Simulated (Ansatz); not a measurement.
Single points on (H2Ga-mu-H)2 (Ga₂H₆).

```yaml
crystal:
  periodic: [false, false, false]
  atoms:
    - {symbol: Ga, position_ang: [0.720242, -0.938657, 0.521735]}
    - {symbol: H, position_ang: [1.769481, -1.557844, -0.443682]}
    - {symbol: H, position_ang: [0.398136, -1.270284, 2.005777]}
    - {symbol: H, position_ang: [0.793040, 0.805103, 0.356889]}
    - {symbol: Ga, position_ang: [-0.720484, 0.938706, -0.521313]}
    - {symbol: H, position_ang: [-1.774797, 1.568127, 0.431763]}
    - {symbol: H, position_ang: [-0.386372, 1.258598, -2.005355]}
    - {symbol: H, position_ang: [-0.799266, -0.803739, -0.345813]}
basis:
  gaussian: {orbitals: def2-TZVP, initial_orbitals: start.molden}
hamiltonian: {xc: pbe}
correlation: {method: rpa}
scf: {omitted_lower_state_checks: [starts]}
```

The file start.molden holds the orbitals of an earlier run on this structure, at another level or in another basis.

```sh
$ ansatz run in.yaml --threads 4 --pin off --events-out ev --progress --plain --max-ram 3916MiB
```

Output, abridged:

```
Functional definition: PBE
940 factors; integrals over basis functions are off by at most 1.2e-3 eV
mean field evaluation 1: about -104836.6085 eV, gradient 1.1e1 eV
mean field evaluation 2: about -104836.7342 eV, gradient 1.5e-1 eV
mean field evaluation 4: about -104836.7316 eV, gradient 1.2e-4 eV
mean field -104836.73155654 eV, -3852.6788238141 hartree, gradient 1.6e-6 eV, S^2 0.000000; 0 other end points of the search recorded, 0 dependent functions left out
18 core orbitals not correlated: weight in the atoms' cores, before any rotation towards them, 1.000 or more for the frozen orbitals, at most 0.000 for the correlated occupied ones
reference -104760.76539712 eV, -3849.8871189470 hartree; 16, 16 occupied and 98, 98 virtual orbitals, 940 factors
Total energy: -104783.10483767 eV, -3850.7080782450 hartree
Checks for a lower state left out: starts
```

Run time 1.3 s (4 threads of Arm Neoverse V2 on a shared host).

As the first input, with `hamiltonian: {xc: r2scan, dispersion: d4}`, `output: {orbitals: {seedname: orbitals}}` and without the key `correlation` (abridged; 1.6 s):

```
Functional definition: r2SCAN
mean field -104852.54860305 eV, -3853.2600895522 hartree, gradient 6.6e-6 eV, S^2 0.000000
Total energy: -104852.58206254 eV, -3853.2613191655 hartree
Checks for a lower state left out: starts
```

First input, but with `hamiltonian: {xc: pbe, dispersion: d4}`, `output: {forces: true, orbitals: {seedname: orbitals}}` and without the key `correlation` (abridged; 0.95 s):

```
Functional definition: PBE
mean field -104836.73156588 eV, -3852.6788241572 hartree, gradient 2.4e-5 eV, S^2 0.000000
Total energy: -104836.88233594 eV, -3852.6843648545 hartree
Atom 0 force     0.045605    -0.067181     0.033758 eV/Å
Atom 1 force     0.070850    -0.037502    -0.071735 eV/Å
Atom 2 force    -0.028796    -0.015169     0.102665 eV/Å
Atom 3 force     0.042173     0.046070     0.017666 eV/Å
Atom 4 force    -0.045247     0.067229    -0.034138 eV/Å
Atom 5 force    -0.070353     0.036613     0.072926 eV/Å
Atom 6 force     0.027659     0.016176    -0.102621 eV/Å
Atom 7 force    -0.041891    -0.046238    -0.018522 eV/Å
Dipole moment:    -0.000642     0.000133     0.001132 e Å
Checks for a lower state left out: starts
```

Geometry: PBE0-D4/def2-TZVP.

Correlated methods freeze 18 core orbitals; core or outer-core shells of Ga are correlated, in sets that lack core-valence functions.
